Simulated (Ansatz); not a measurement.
`CCO[SiH2]C` → `CCO` + `C[SiH]` at 298.15 K and 1 bar (silylene formation by 1,1-elimination).

Program: Ansatz. Geometries: PBE0-D4/def2-TZVP. ΔE: electronic, gas phase. CCSD(T)/CBS is the MP2 limit (def2-TZVPP, def2-QZVPP) plus CCSD(T) − MP2 in def2-TZVPP, frozen cores. This one scheme is used for every species. Each species was taken in one conformer, which may not be the lowest.

```csv
species,CCSD(T)/CBS energy (Eh),H − E (kJ/mol),S (J/(mol·K))
`CCO[SiH2]C`,-484.47586,350.5,369.3
`CCO`,-154.88256,224.2,269.4
`C[SiH]`,-329.46712,122.3,261.2
```

H − E and S are ideal-gas, rigid-rotor, harmonic terms from PBE0-D4/def2-TZVP, for one conformer and one mirror image of each species. 1 Eh = 2625.50 kJ/mol, R = 8.31446 J/(mol·K).

Question: By hand: ΔE, ΔH, ΔS and ΔG.

Answer: ΔE = (-154.88256) + (-329.46712) − (-484.47586) = 0.12618 Eh = 331.3 kJ/mol. Δ(H − E) = 224.2 + 122.3 − 350.5 = -4.0, so ΔH = 327.3 kJ/mol. ΔS = 269.4 + 261.2 − 369.3 = 161.3 J/(mol·K). ΔG = 327.3 − 298.15 × (161.3)/1000 = 279.2 kJ/mol.

Question: By hand: the equilibrium constant, and the temperature at which ΔG would vanish if ΔH and ΔS stayed fixed.

Answer: log₁₀ K = −ΔG/(RT ln 10) = -48.9. ΔG = 0 at ΔH/ΔS = 2029 K.

The number of gas molecules changes by +1, which sets the sign of ΔS. A doubt of 5 kJ/mol in ΔE shifts log₁₀ K by 0.9 here. Other conformers and mirror images would add mixing entropy, several J/(mol·K) or more a flexible species. Modes under 60 cm⁻¹, often nearly free rotors, make the harmonic entropy too high. These are equilibria of isolated gas molecules and say nothing of rates. Largest T1 diagnostic: 0.012 (customary marks: 0.02 for closed shells, 0.045 for open ones).
